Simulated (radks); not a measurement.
The numbers below are computed, except where a source is named.
Ionisation of Ti+, [Ar] 3d2 4s1, to Ti2+, [Ar] 3d2, under several functionals. Scalar-relativistic Kohn-Sham, spin-polarised, spherical densities, point nucleus; open shells are filled with parallel spins first; a radial shooting solver on a logarithmic mesh with Libxc functionals. The NIST Atomic Spectra Database gives 13.576 eV (measured). Rank these functionals by the error of their Delta-SCF ionisation energy: OLYP; PBE; LDA (Slater exchange, Perdew-Zunger correlation); revPBE; exchange-only B88; B86b exchange with PBE correlation; HCTH/407; LDA (Slater exchange, Perdew-Wang correlation).

Answer. From best to worst: OLYP 13.667 eV (+0.092); HCTH/407 13.697 eV (+0.121); exchange-only B88 13.798 eV (+0.223); revPBE 13.958 eV (+0.382); PBE 14.068 eV (+0.493); B86b exchange with PBE correlation 14.099 eV (+0.523); LDA (Slater exchange, Perdew-Zunger correlation) 14.251 eV (+0.675); LDA (Slater exchange, Perdew-Wang correlation) 14.260 eV (+0.684). Open shells are spherical and high-spin; term and fine-structure splittings are not resolved.
